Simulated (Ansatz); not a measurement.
Born–Oppenheimer molecular dynamics of C4H13FN2Si (21 atoms, charge 0, multiplicity 1). It goes on from the last frame of an earlier run, with new velocities.

The calculation used RKS PBE0/STO-3G in Ansatz.

```json
{
  "ensemble": "NVE (Milne-controlled integrator)",
  "time step": "0.5 fs",
  "steps asked": "250",
  "starting velocities drawn for": "1500 K",
  "seed": "235608"
}
```

First frame:

```xyz
21
Properties=species:S:1:pos:R:3
Si 0.160 -0.214 -0.037
F 0.303 -0.358 1.558
N 1.684 -0.137 -0.854
C 2.656 -1.237 -0.750
H 2.092 -2.207 -0.706
H 3.311 -1.306 -1.661
H 3.374 -1.168 0.128
C 2.349 1.182 -0.968
H 3.066 1.238 -1.795
H 1.623 1.986 -1.120
H 2.880 1.428 -0.026
H -0.497 1.012 -0.444
N -0.661 -1.690 -0.532
C -1.680 -2.230 0.424
H -1.318 -2.092 1.436
H -2.689 -1.824 0.324
H -1.779 -3.299 0.211
C -1.087 -1.793 -1.955
H -2.066 -1.286 -2.182
H -0.298 -1.352 -2.599
H -1.212 -2.867 -2.254
```

**Question.** What does the run give?

**Answer.** The run went to its last step.

| Quantity | Value |
| --- | --- |
| steps done | 250 |
| time covered | 125 fs |
| mean temperature over the second half | 736 K |
| spread of the potential energy over the second half | 10.6 meV per atom |
| mean potential energy of the second half above the start | 89.3 meV per atom |

The conserved energy stayed within 0.076 meV per atom of its start (net change -0.0074 meV per atom), so the integration is sound. The temperature averaged 0.49 of the 1500 K drawn at the start: a run that starts near a minimum puts about half its kinetic energy into the potential. A run of 0.12 ps of so small a system gives no equilibrium averages. Limits of this set-up: minimal basis.

**Question.** What happens to the structure?

**Answer.** The same pairs are bonded in the first frame and the last. Pairs count as bonded within 1.25 times the sum of covalent radii (0.12 Å more for H–H). This is one draw of velocities; another would differ in detail.

**Question.** How do temperature and energy run in time?

**Answer.** 
```json
{"time (fs)": "0.0", "T (K)": "1500", "potential energy less start (eV)": "0.000", "conserved less start (meV/atom)": "0.00"}
{"time (fs)": "10.0", "T (K)": "1107", "potential energy less start (eV)": "0.966", "conserved less start (meV/atom)": "0.01"}
{"time (fs)": "20.0", "T (K)": "691", "potential energy less start (eV)": "1.987", "conserved less start (meV/atom)": "0.00"}
{"time (fs)": "30.0", "T (K)": "742", "potential energy less start (eV)": "1.861", "conserved less start (meV/atom)": "-0.01"}
{"time (fs)": "40.0", "T (K)": "871", "potential energy less start (eV)": "1.544", "conserved less start (meV/atom)": "-0.01"}
{"time (fs)": "50.0", "T (K)": "768", "potential energy less start (eV)": "1.798", "conserved less start (meV/atom)": "0.00"}
{"time (fs)": "60.0", "T (K)": "788", "potential energy less start (eV)": "1.749", "conserved less start (meV/atom)": "0.00"}
{"time (fs)": "70.0", "T (K)": "686", "potential energy less start (eV)": "1.999", "conserved less start (meV/atom)": "-0.01"}
{"time (fs)": "80.0", "T (K)": "578", "potential energy less start (eV)": "2.264", "conserved less start (meV/atom)": "0.00"}
{"time (fs)": "90.0", "T (K)": "695", "potential energy less start (eV)": "1.978", "conserved less start (meV/atom)": "-0.01"}
{"time (fs)": "100.0", "T (K)": "781", "potential energy less start (eV)": "1.764", "conserved less start (meV/atom)": "-0.01"}
{"time (fs)": "110.0", "T (K)": "845", "potential energy less start (eV)": "1.609", "conserved less start (meV/atom)": "0.00"}
{"time (fs)": "120.0", "T (K)": "737", "potential energy less start (eV)": "1.873", "conserved less start (meV/atom)": "0.00"}
```

Run time: 15 min on 1 thread of Intel(R) Xeon(R) 6975P-C (Granite Rapids), on a shared host, peak memory 0.18 GiB.
